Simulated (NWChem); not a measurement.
System: C4H4; SMILES C#CC=C

Computed with NWChem. The geometry was optimised at PBE0/def2-SVP. B3LYP is NWChem's, with the RPA form of VWN correlation.

For level B3LYP/def2-SVPD:

```yaml
highest occupied level (eV): -6.98
orbital gap (eV): 5.71
```

How do the values read with level B3LYP/3-21G instead?


- highest occupied level (eV): -6.69
- orbital gap (eV): 6.02
